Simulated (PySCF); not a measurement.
1-fluoro-3-methylidenecyclobutane (C₅H₇F), SMILES C1C(CC1=C)F. Atoms are numbered in the order given.

```xyz
13

C     -2.4038    -0.0074     0.0000
C     -1.0761    -0.0921     0.0000
C     -0.0159    -0.0584     1.0889
C      0.9744     0.4104     0.0000
F      2.2085    -0.1942     0.0000
C     -0.0159    -0.0584    -1.0889
H     -2.9706     0.0283     0.9349
H     -2.9706     0.0283    -0.9349
H     -0.1796     0.5835     1.9676
H      0.2624    -1.0721     1.4248
H      1.1232     1.5028     0.0000
H      0.2624    -1.0721    -1.4248
H     -0.1796     0.5835    -1.9676
```
Charge 0, spin multiplicity 1.

Coordinates come from a B3LYP-D3(BJ)/def2-SVP optimisation.

Two levels are set side by side: PBE/pcSseg-1 (PySCF) and PBE0/pcSseg-1 (PySCF). GIAO shifts against CFCl3 (¹⁹F), TMS (¹H), TMS (¹³C) at the same level; non-relativistic, no solvent, atoms listed together averaged. Differences are taken from unrounded values.

```tsv
quantity	PBE0	PBE	PBE minus PBE0
δ(¹³C) of C1 (ppm)	118.2	115.9	-2.2
δ(¹³C) of C2 (ppm)	148.5	147.5	-1.0
δ(¹³C) of C3, C6 (ppm)	46.6	48.6	1.9
δ(¹³C) of C4 (ppm)	85.8	89.3	3.6
δ(¹⁹F) of F5 (ppm)	-193.2	-207.9	-14.7
δ(¹H) of H7, H8 (ppm)	5.65	5.58	-0.07
δ(¹H) of H9, H10, H12, H13 (ppm)	3.22	3.22	0.01
δ(¹H) of H11 (ppm)	5.05	5.18	0.14
```

Rough cost on one machine, each run with all the roots and properties that it gave: PBE0 against PBE within a factor of 2.
